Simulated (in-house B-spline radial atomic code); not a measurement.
A run on an ion of nuclear charge 66 with 66.2 electrons that did not converge. Method: scalar-relativistic (X2C) PBEsol, spin-polarised, spherical fractional occupations, Fermi nucleus of rms radius 5.2218 fm; computed with a B-spline radial code for spherical atoms.

Command:
```bash
python run_scf.py task.json out
```
Settings (nuclear radius in fm, mass in u):
```
Z                66
configuration    [Xe] 4f10.2 6s2
hamiltonian      x2c
method           pbesol
spin_polarised   True
nucleus          fermi
rms_radius       5.2218
atomic_mass      163.92918
speed_of_light   137.035999084
```

First and last ten iterations of the last attempt (damped for 15 steps, keeping 80 % of the old Fock matrix, then DIIS):
```
 iter        energy (Eh)    residual
    1      -12098.135322    7.77e-01
    2      -12101.978992    1.43e+00
    3      -12127.061793    9.10e-01
    4      -12140.581730    5.47e-01
    5      -12147.280494    3.47e-01
    6      -12150.300734    2.19e-01
    7      -12151.548164    1.41e-01
    8      -12152.043702    8.74e-02
    9      -12152.253144    6.26e-02
   10      -12152.354649    4.60e-02
  111      -11375.338796    2.12e+00
  112      -11784.770568    1.38e+00
  113      -12000.151497    8.18e-01
  114      -12058.087505    6.88e-01
  115      -12039.439795    7.20e-01
  116      -12038.829510    7.51e-01
  117      -12144.082722    4.57e-01
  118      -12147.624410    3.19e-01
  119      -12145.095266    4.12e-01
  120      -12145.231077    4.15e-01
 not converged after 120 iterations
```

The smallest residual met was 2.0e-03; the threshold is about 7e-07. No energy from this run should be used. The likely cause: this method binds the added charge weakly or not at all at the basis-set limit, so charge moves back and forth between the atom and the box. Time taken, with all properties: 2.9 s on 1 thread of Arm Neoverse V1, with other jobs on the host.
